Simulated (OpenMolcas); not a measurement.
Rh5+: moving or changing the point charges

Rh5+ among 6 point charges of -1.7 e arranged as a tetragonal octahedron (D4h), 2.18 Å from the ion, with the axial distance 2.463 Å.

| Property | Result |
| --- | --- |
| Program | OpenMolcas 26.06 |
| Method | SS-CASPT2, IPEA 0.25 Eh, imaginary shift 0.1 Eh (closed shells correlated: 4s 4p) |
| Basis | ANO-RCC-VDZP [6s5p3d1f] |
| Scalar Hamiltonian | DKH2, point nucleus |
| Active space | 4 electrons in 5 orbitals (4d) |
| State averaging | 2S+1 = 5 even, 5 roots; 2S+1 = 3 even, 45 roots; 2S+1 = 1 even, 50 roots |
| Spin-orbit coupling | state interaction with AMFI integrals over the reference wave functions |

Runs around this geometry, states (labels of D4, the rotations of D4h). Energies in cm-1 above the lowest state or level, χT in cm3 K/mol.

```
R (Å)  q (e)  Axial / equatorial distance  Ground state  First state of that spin  First gap with spin-orbit (degeneracies)  χT at 300 K  First state of another spin
 2.18  -0.85                         1.13           5B1                  5B2 1510                                270 (1, 1)        0.719                     3E 21240
 2.01   -1.7                         1.13           5B1                  5B2 4440                                 70 (1, 1)        1.472                     3E 20770
 2.18   -1.7                         1.13           5B1                  5B2 2990                                110 (1, 1)        1.149                     3E 21230
 2.41   -1.7                         1.13           5B1                  5B2 1830                                180 (1, 1)        0.862                     3E 21370
 2.18   -1.7                         1.22           5B1                  5B2 2970                                 76 (1, 1)        1.193                     3E 21610
```

Taking the first state of the same spin as R^-n, n = -ln(1830 / 4440) / ln(2.41 / 2.01) = 4.9 between the shortest and longest distance.

Scaling the charges by -0.85 / -1.7 = 0.50 scales the first state of the same spin by 1510 / 2990 = 0.51; with fixed orbitals a first-order splitting would follow the charge.

Roots that are degenerate in the reference are averaged as groups; the widest CASPT2 spread within a group is 100 cm-1 (the 3-fold group of multiplicity 1 near 61000 cm-1 above the lowest state of its run, R = 2.18, q = -0.85, ratio = 1.13). Shifts and gaps below about the spread of the groups concerned are not significant. Point charges give a weaker field than real ligands, and real ions of this kind are as a rule low spin; the high spin found here belongs to the model. Free-ion shares, where given, are those of the reference states; single-state CASPT2 does not remix them. Spin-orbit coupling mixes the spin-free states strongly: the lowest level takes only 51 % from its leading state, 5B1 (figures for R = 2.18, q = -0.85, ratio = 1.13; the like holds for R = 2.41, q = -1.7, ratio = 1.13). The ground term spreads over less than 5000 cm-1, several times less than with real ligands, so orbital moments are less quenched and χT lies further from the spin-only value than at real sites (holds for R = 2.18, q = -0.85, ratio = 1.13; R = 2.18, q = -1.7, ratio = 1.13; R = 2.41, q = -1.7, ratio = 1.13). Point charges carry no covalency, so the field is a model and not that of real ligands. No measured value stands beside these numbers.
